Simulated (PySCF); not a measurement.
# ORD: `InChI=1S/C3H8As2O/c6-2-3-1-4-5-3/h3-6H,1-2H2/t3-/m1/s1`

Cartesian coordinates in Å; atom numbers follow the order of the lines, from 1:
```xyz
14

O     2.091    0.544    0.625
C     1.178    0.410   -0.442
C     0.140   -0.639   -0.083
C    -0.794   -0.167    1.034
As   -2.391    0.455    0.020
As   -1.151   -0.871   -1.600
H     2.757    1.199    0.395
H     1.704    0.103   -1.364
H     0.679    1.375   -0.642
H     0.682   -1.553    0.187
H    -1.096   -1.014    1.659
H    -0.330    0.573    1.692
H    -1.740    1.735   -0.489
H    -1.730   -2.152   -1.015
```

Computed, not measured: TDDFT B3LYP/aug-cc-pVDZ circular dichroism and optical rotation, one conformer, gas phase (PySCF). Geometry: GFN2-xTB.

The molecule is flexible and this is one conformer; a measurement averages over conformers. The calculation is non-relativistic, which matters for the atoms heavier than Zn.

Stereocentres: C3 S.

(1) What is the specific rotation at 633, 589.3, 546, 436, 405, 365, 355 nm?

(2) And for the mirror image at 589.3 nm?

(3) What is the molar rotation [Φ] = [α]·M/100 of the geometry above at 589.3 nm?

Results:

(1) [α] in deg dm⁻¹ (g/mL)⁻¹:
```tsv
λ (nm)	origin-invariant length gauge	modified velocity gauge	length gauge (centre of mass)	isotropic polarisability (au)
633	-36.2	-24.4	-36.5	110.0
589.3	-43.5	-29.6	-44.0	110.8
546	-53.4	-36.6	-54.0	111.7
436	-103.3	-72.3	-104.7	116.0
405	-131.1	-92.3	-132.9	118.2
365	-186.7	-131.8	-190.1	122.3
355	-205.8	-145.0	-209.8	123.7
```

(2) +43.5 deg dm⁻¹ (g/mL)⁻¹ (origin-invariant length gauge): the same size and the opposite sign.

(3) With M = 209.94 g/mol, -91.4 deg cm² dmol⁻¹ (origin-invariant length gauge).

The first excitation lies at 4.85 eV (256 nm) with R = -2.7 × 10⁻⁴⁰ esu² cm² (velocity form).
